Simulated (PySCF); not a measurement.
SiOBr2, SMILES O=[Si](Br)Br. Atoms are numbered in the order given.

```xyz
4

Si     0.0000     0.0000     0.8348
O      0.0000     0.0000     2.3627
Br     0.0000    -1.7909    -0.4370
Br     0.0000     1.7909    -0.4370
```
Charge 0, spin multiplicity 1.

Coordinates come from a B3LYP-D3(BJ)/def2-SVP optimisation.

Two levels are set side by side: PBE/pcSseg-1 (PySCF) and KT2/pcSseg-1 (PySCF). GIAO shifts against H2O (¹⁷O), TMS (²⁹Si) at the same level; non-relativistic, no solvent, atoms listed together averaged. Without spin–orbit terms, shifts of atoms bonded to Cl or Br come out too high at both levels. Differences are taken from unrounded values.

```tsv
quantity	KT2
δ(²⁹Si) of Si1 (ppm)	15.6
δ(¹⁷O) of O2 (ppm)	462.8
```

What does PBE give, and how far is it from KT2? (An estimate is asked for; the answer gives what the named calculation found.)


```tsv
quantity	PBE	PBE minus KT2
δ(²⁹Si) of Si1 (ppm)	17.2	1.5
δ(¹⁷O) of O2 (ppm)	468.7	5.8
```

Rough cost on one machine, each run with all the roots and properties that it gave: KT2 against PBE within a factor of 2.
